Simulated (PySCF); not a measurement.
## Assignment exercise: CH₁₂O₂Si₄

Molfile (atoms numbered from 1):
```
CH12O2Si4
     RDKit          3D

 19 18  0  0  0  0  0  0  0  0999 V2000
   -2.8575   -1.1669    0.0865 C   0  0  0  0  0  0  0  0  0  0  0  0
   -1.0324   -1.3953    0.5710 Si  0  0  0  0  0  4  0  0  0  0  0  0
    0.2678    0.1279   -0.6028 Si  0  0  1  0  0  4  0  0  0  0  0  0
    0.3402   -0.2536   -2.1939 O   0  0  0  0  0  0  0  0  0  0  0  0
   -0.1323    2.4042   -0.6573 Si  0  0  0  0  0  4  0  0  0  0  0  0
    1.7942   -0.1213   -0.0319 O   0  0  0  0  0  0  0  0  0  0  0  0
    3.0025   -0.0254    1.0283 Si  0  0  0  0  0  4  0  0  0  0  0  0
   -3.0117   -1.3570   -0.9719 H   0  0  0  0  0  0  0  0  0  0  0  0
   -3.1972   -0.1547    0.2877 H   0  0  0  0  0  0  0  0  0  0  0  0
   -3.5015   -1.8437    0.6384 H   0  0  0  0  0  0  0  0  0  0  0  0
   -0.9418   -1.2154    2.0323 H   0  0  0  0  0  0  0  0  0  0  0  0
   -0.7200   -2.8259    0.3517 H   0  0  0  0  0  0  0  0  0  0  0  0
    0.7823   -1.0363   -2.5135 H   0  0  0  0  0  0  0  0  0  0  0  0
    0.6938    3.2025   -1.5731 H   0  0  0  0  0  0  0  0  0  0  0  0
    0.0508    3.0140    0.6693 H   0  0  0  0  0  0  0  0  0  0  0  0
   -1.5260    2.6811   -1.0313 H   0  0  0  0  0  0  0  0  0  0  0  0
    4.1524   -0.5885    0.3249 H   0  0  0  0  0  0  0  0  0  0  0  0
    3.2012    1.3808    1.3786 H   0  0  0  0  0  0  0  0  0  0  0  0
    2.6254   -0.8172    2.1995 H   0  0  0  0  0  0  0  0  0  0  0  0
  1  2  1  0
  2  3  1  0
  3  4  1  6
  3  5  1  0
  3  6  1  0
  6  7  1  0
  1  8  1  0
  1  9  1  0
  1 10  1  0
  2 11  1  0
  2 12  1  0
  4 13  1  0
  5 14  1  0
  5 15  1  0
  5 16  1  0
  7 17  1  0
  7 18  1  0
  7 19  1  0
M  END
```

Method: shieldings: GIAO PBE0/pcSseg-1, structure optimised with GFN2-xTB, in PySCF 2.14.0 with density-fitted response routines (single conformer, no solvent model, no relativistic terms, one averaged value for each set of equivalent atoms).

Referencing at the same level of theory: TMS for $^{1}$H (σ = 31.72 ppm).

**Question.** Assign these signals to the numbered atoms. $^{1}$H NMR (400 MHz, computed): δ 5.13 (s, 3H), 3.96 (m, 1H), 3.84 (m, 1H), 3.38 (s, 3H), 2.04 (br s, 1H), 0.11 (m, 3H).

**Answer.** 
| δ (ppm) | atoms | environment | reason |
| --- | --- | --- | --- |
| 5.13 | H17/H18/H19 | hydrogen on a silicon bonded to O | – |
| 3.96 | H12 | hydrogen on a silicon bonded to C, Si | – |
| 3.84 | H11 | hydrogen on a silicon bonded to C, Si | – |
| 3.38 | H14/H15/H16 | hydrogen on a silicon bonded to Si | – |
| 2.04 | H13 | hydrogen on an oxygen bonded to Si | labile proton, position sensitive to the medium |
| 0.11 | H8/H9/H10 | hydrogen on a methyl carbon bonded to Si | an electropositive neighbour shields it, as in TMS itself |

OH and NH positions are those of a molecule without intermolecular hydrogen bonds; in solution they move with solvent, concentration and temperature, and exchange usually removes their couplings. Multiplicities follow the n + 1 count of equivalent neighbours, as no J values were calculated; m marks all less simple cases, F and P coupling included.
